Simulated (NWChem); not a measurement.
# GeH$_{3}$OCl; SMILES [OH][GeH2][Cl]

```xyz
6

Ge    -0.3718    -0.4283    -0.0009
O      1.0636    -1.4562    -0.0597
Cl     0.2365     1.6494    -0.0108
H     -1.1340    -0.7273    -1.2909
H     -1.1622    -0.6358     1.3003
H      1.6636    -1.3209     0.6822
```
Atoms are numbered in this order, from 1.

Results from NWChem. The geometry was optimised at PBE0/def2-SVP. B3LYP is NWChem's, with the RPA form of VWN correlation. Vertical excitations in the gas phase; the lowest state need not have the same character in each row.

| level | lowest excitation, singlet (eV) | oscillator strength of that lowest state | lowest state with f > 0.02, singlet (eV) | lowest triplet (eV) | orbital gap (eV) |
|---|---|---|---|---|---|
| PBE/def2-SVP, TDA | 6.80 | 0.015 | 7.15 | 6.22 | 6.51 |
| B3LYP/def2-SVP, TDA | [?] | 0.022 | [?] | [?] | [?] |
| LDA (Slater exchange, VWN5)/def2-SVP, TDA | 6.66 | 0.012 | 7.07 | 6.15 | 6.36 |
| PBE0/def2-SVP, TDA | 7.48 | 0.023 | 7.48 | 6.79 | 9.02 |

Question: Fill in the missing entries.

Answer: 
- B3LYP/def2-SVP, TDA, lowest excitation, singlet (eV): 7.27
- B3LYP/def2-SVP, TDA, lowest state with f > 0.02, singlet (eV): 7.27
- B3LYP/def2-SVP, TDA, lowest triplet (eV): 6.61
- B3LYP/def2-SVP, TDA, orbital gap (eV): 8.42
